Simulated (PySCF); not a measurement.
## Low-lying terms of Tl³⁺ (thallium, charge +3)

Ground state [Xe] 4f14 5d10, ¹S. All numbers are calculated (PySCF 2.14, a scalar-relativistic core potential, in aug-cc-pVTZ-PP with one added diffuse shell each of d, f type with ECP60MDF (6s5p5d3f, 67 functions)). Vertical excitation energies in eV without spin-orbit coupling; excited terms of each kind are numbered among those the solver found. Frozen: 5s2 5p6.

```tsv
term	leading excitation	EOM-EE-CCSD
1 3D	5d → s	10.254
1 1D	5d → s	11.145
1 3P°	5d → p	20.254
1 3F°	5d → p	20.750
1 1F°	5d → p	21.100
1 1D°	5d → p	21.534
1 3D°	5d → p	21.595
1 1P°	5d → p	21.786
2 3D	5d → s	31.868
1 1G	5d → d	32.001
2 1D	5d → s	32.074
```

The spin-orbit splitting of the hole, absent here, rivals or exceeds the spacing of these terms, so the LS terms are model states.

The solver can miss terms.
